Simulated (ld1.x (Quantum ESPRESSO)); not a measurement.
Yb: excitation energies, all-electron against RRKJ

| Property | Result |
| --- | --- |
| Element | ytterbium |
| Generator | ld1.x (Quantum ESPRESSO) 7.5 |
| Type | norm-conserving RRKJ (Kleinman–Bylander form) |
| Functional | PBEsol |
| Relativity | scalar-relativistic |
| Frozen core | [Kr] 4d10 4f14 |
| Valence charge | 10 |
| Reference configuration | 5s2 5p6 5d0 6s2 6p0 |
| Partial waves | 5p (bound): rc 1.75 bohr; 5d (bound, empty): rc 2.15 bohr; 5s (bound): rc 1.25 bohr |
| Local potential | the s channel |
| Core correction | none |

Occupied shells without a wave of their own: 6s. They enter only through the test configuration that unscreens the potential.

Energies are relative to the spin-unpolarised reference configuration 5s2 5p6 5d0 6s2 6p0; without spin polarisation the order of configurations can differ from experiment.

(1) Give the all-electron excitation energy and the error of the potential for: 5s2 5p6 5d0 6s1 6p0; 5s2 5p6 5d0 6s0 6p0; 5s2 5p6 5d0 6s1.5 6p0; 5s1 5p6 5d0 6s2 6p0; 5s2 5p5 5d0 6s2 6p0; 5s2 5p6 5d0 6s0 6p2; 5s2 5p6 5d1 6s1 6p0.

Answers

(1)

```tsv
valence configuration	charge	ΔE all-electron (eV)	error AE − PS (meV)
5s2 5p6 5d0 6s1 6p0	+1	6.544	-64
5s2 5p6 5d0 6s0 6p0	+2	18.670	-158
5s2 5p6 5d0 6s1.5 6p0	+0.5	2.606	-26
5s1 5p6 5d0 6s2 6p0	+1	61.162	-828
5s2 5p5 5d0 6s2 6p0	+1	33.040	-509
5s2 5p6 5d0 6s0 6p2	0	6.060	-78
5s2 5p6 5d1 6s1 6p0	0	3.267	-37
```

ld1.x printed “convergence not achieved” for 7 of the counted tests; their residual had stalled under 1e-8, short of the target of 1e-14. The 6s level has no wave, so the channel is fitted at the deeper level alone: the likely source of the large errors.
